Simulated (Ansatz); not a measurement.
Geometry optimisation, Ansatz, RKS PBE0-D4/STO-3G.

Input file:

```yaml
crystal:
  periodic: [false, false, false]
  atoms:
    - { symbol: C, position_ang: [-0.1253, -2.4006, 0.0485] }
    - { symbol: "N", position_ang: [-0.554, -1.1452, -0.1675] }
    - { symbol: C, position_ang: [0.334, -0.0181, -0.1332] }
    - { symbol: C, position_ang: [1.3168, 0.0079, -1.3815] }
    - { symbol: C, position_ang: [-0.4254, 1.2822, -0.0287] }
    - { symbol: Al, position_ang: [-1.4281, 1.4634, 1.7216] }
    - { symbol: H, position_ang: [0.8893, -2.5911, 0.2647] }
    - { symbol: H, position_ang: [-0.8626, -3.1412, -0.0177] }
    - { symbol: H, position_ang: [1.0323, -0.0909, 0.8149] }
    - { symbol: H, position_ang: [0.6144, 0.0765, -2.2661] }
    - { symbol: H, position_ang: [1.9329, 0.8595, -1.3266] }
    - { symbol: H, position_ang: [1.8652, -0.9251, -1.4221] }
    - { symbol: H, position_ang: [0.2147, 2.1848, -0.0736] }
    - { symbol: H, position_ang: [-1.1813, 1.3808, -0.8294] }
    - { symbol: H, position_ang: [-2.3036, 2.7338, 2.0279] }
    - { symbol: H, position_ang: [-1.3423, 0.3008, 2.813] }
basis:
  gaussian: { orbitals: STO-3G }
hamiltonian:
  xc: pbe0
  dispersion: d4
relax:
  f_tol: 0.02
  max_steps: 40
```

Launched with:

```bash
$ ansatz run input.yaml --threads 1 --pin off --max-ram 2048MiB --backend cpu --events-out ev --progress --plain --runs-dir out
```

Task: Where does it end, and by what steps?

Result: The forces met the threshold. Limits of this set-up: minimal basis. After 26 steps the energy has fallen by 2.343 eV; H15 moved furthest, 2.52 Å. Joined: N2–Al6.

```tsv
step	energy less start (eV)	largest force component (eV/Å)	accepted
0	0.0000	6.285	yes
1	-0.9518	1.581	yes
2	-0.9891	1.286	yes
3	-1.0772	0.380	yes
4	-1.0943	0.577	yes
5	-1.1155	0.484	yes
6	-1.1271	0.435	yes
7	-1.1452	0.512	yes
8	-1.1641	0.551	yes
9	-1.1960	0.509	yes
10	-1.2691	0.605	yes
11	-1.4138	0.691	yes
12	-1.6503	0.764	yes
13	-1.8812	0.740	yes
14	-2.0398	1.291	yes
15	-2.1992	0.613	yes
16	-2.2584	0.783	yes
17	-2.2552	1.439	no
18	-2.2992	0.710	yes
19	-2.3276	0.480	yes
20	-2.2700	1.420	no
21	-2.3395	0.112	yes
22	-2.3414	0.090	yes
23	-2.3417	0.095	yes
24	-2.3424	0.059	yes
25	-2.3421	0.061	no
26	-2.3425	0.019	yes
```

```xyz
16
Properties=species:S:1:pos:R:3
C -0.327 -2.031 0.371
N -0.401 -0.744 0.521
C 0.682 0.215 -0.029
C 0.953 -0.043 -1.528
C 0.050 1.589 0.332
Al -1.449 0.768 1.252
H 0.504 -2.532 -0.154
H -1.122 -2.670 0.787
H 1.598 0.000 0.555
H 0.036 0.109 -2.113
H 1.708 0.674 -1.877
H 1.329 -1.058 -1.711
H 0.760 2.187 0.912
H -0.179 2.141 -0.586
H -2.785 0.739 0.566
H -1.380 0.633 2.747
```

Run time: 91 s on 1 thread of Arm Neoverse V2, with other jobs on the host, peak memory 0.13 GiB.
